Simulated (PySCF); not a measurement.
C2H3BO2. Atoms are numbered in the order given.

```xyz
8

B      0.0000     0.0000    -0.5066
C      0.0000     0.0000     1.0446
C      0.0000     0.0000     2.2612
H      0.0000     0.0000     3.3369
O      0.0000     1.1584    -1.2100
H      0.0000     1.9314    -0.6392
O      0.0000    -1.1584    -1.2100
H      0.0000    -1.9314    -0.6392
```

Coordinates come from a PBE0-D3(BJ)/def2-SVP optimisation. Other conformers were not sampled.

Method: B3LYP/pcSseg-1 (PySCF).

GIAO shieldings, no solvent; atoms alike by connectivity are averaged. δ = σ(ref) − σ: ¹¹B against BF3 (σ = 86.3 ppm); ¹³C against TMS (σ = 181.3 ppm); ¹H against TMS (σ = 31.68 ppm); ¹⁷O against H2O (σ = 333.8 ppm), references at their B3LYP-D3(BJ)/def2-TZVP geometries, non-relativistic.

```json
[
 {"nucleus": "¹¹B", "atoms": "B1", "count": "1", "δ (ppm)": "9.2"},
 {"nucleus": "¹³C", "atoms": "C3", "count": "1", "δ (ppm)": "94.3"},
 {"nucleus": "¹³C", "atoms": "C2", "count": "1", "δ (ppm)": "86.4"},
 {"nucleus": "¹H", "atoms": "H6, H8", "count": "2", "δ (ppm)": "4.34"},
 {"nucleus": "¹H", "atoms": "H4", "count": "1", "δ (ppm)": "2.48"},
 {"nucleus": "¹⁷O", "atoms": "O5, O7", "count": "2", "δ (ppm)": "141.8"}
]
```
